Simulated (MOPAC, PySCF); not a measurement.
H$_{2}$FGaO$_{2}$, SMILES `[OH][Ga]([OH])[F]` (H–O–Ga–F torsion 0°, F–Ga–O–H torsion -180°), neutral singlet in the gas phase. 

Cartesian coordinates (Å):
```xyz
6

O      1.3410    -0.6881    -0.0447
Ga    -0.0960     0.3406     0.0351
O     -1.7411    -0.2811    -0.0707
F      0.1091     2.0605     0.2284
H      2.1631    -0.1968     0.0280
H     -1.7760    -1.2351    -0.1761
```
Charge 0, multiplicity 1.

All levels are single points at this geometry (PBE0-D4/def2-TZVP); Pople sets use spherical d functions. Orbital energies aren't observables, and empty levels follow the basis.

```tsv
level	HOMO (eV)	LUMO (eV)	gap (eV)	dipole (D)	vertical IE, Delta-SCF (eV)
PBE-D3(BJ)/def2-TZVP in PySCF	-7.60	-2.27	5.33	1.91	–
PBE0-D4/def2-TZVP in PySCF	-9.34	-1.30	8.04	1.96	11.73
B3LYP/3-21G in PySCF	-7.90	-1.24	6.65	2.13	–
B3LYP/6-311+G** (LANL2DZ on Ga) in PySCF	-9.25	-1.66	7.59	2.15	–
B3LYP/6-31G* in PySCF	-8.70	-1.63	7.08	1.96	11.51
B3LYP/LANL2DZ in PySCF	-9.02	-1.59	7.44	2.37	–
M06-2X/6-31G* in PySCF	-10.78	-0.54	10.24	2.00	–
PBE/6-31G* in PySCF	-7.22	-2.20	5.02	1.92	–
SVWN5/6-31G* in PySCF	-7.41	-2.44	4.98	2.00	–
HF/3-21G in PySCF	-13.05	2.31	15.36	2.28	–
HF/6-31G* in PySCF	-13.67	1.79	15.46	2.06	–
HF/STO-3G in PySCF	-7.96	6.55	14.51	1.21	–
PM7 in MOPAC	-12.47	-0.94	11.52	1.89	–
```
